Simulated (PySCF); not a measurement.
## Computed properties of GeCl₂, SMILES [Cl][Ge][Cl]

GeCl2, SMILES [Cl][Ge][Cl] (connectivity only; charge and spin as stated), neutral, multiplicity 1. Geometry: PBE0-D3(BJ)/def2-TZVP. The isomer is the one that the SMILES or the coordinates give; other isomers of the formula were not compared. One conformer was computed; it need not be the lowest. All values are computed for the isolated molecule unless a solvent is named; none is compared with measurement here.

**Structure.** The optimised structure has C2v symmetry. All 3 harmonic modes at PBE0-D3(BJ)/def2-TZVP (PySCF) are real, so it is a minimum. With heavy atoms numbered as in [Ge:1]([Cl:2])[Cl:3], the shortest bond between them is Ge1–Cl2 at 2.182 Å and the longest Ge1–Cl3 at 2.182 Å.

**Vibrations.** The strongest infrared lines (harmonic, unscaled, degenerate partners summed) lie at 388 cm⁻¹ (122 km/mol, Cl 64 %, Ge 36 %), 409 cm⁻¹ (52 km/mol, Cl 69 %, Ge 31 %), 158 cm⁻¹ (2 km/mol, Cl 81 %, Ge 19 %). The softest mode is at 158 cm⁻¹ and the zero-point energy is 1.4 kcal/mol.

**Electronic structure.** ωB97X/def2-TZVPD (PySCF) places the frontier levels at -10.36 and -1.15 eV, a gap of 9.21 eV, and gives a dipole moment of 2.08 D and a mean polarisability of 60.7 bohr³. PBE/def2-TZVPD (PySCF) at the same geometry gives -7.07 and -3.86 eV, so its gap is 6.00 eV narrower. An orbital gap is neither the optical nor the fundamental gap.

**Excitations.** TDA-B3LYP/def2-SVPD (PySCF) has S1 at 3.98 eV (312 nm, f = 0.026, weak); the most intense of the 10 singlets computed lies at 6.68 eV (f = 0.19). T1 (TDA) is at 2.83 eV, 1.15 eV under S1. TDA-PBE/def2-SVPD (PySCF) puts S1 at 3.82 eV. No vertical singlet excitation falls in the visible range (under 3.1 eV).
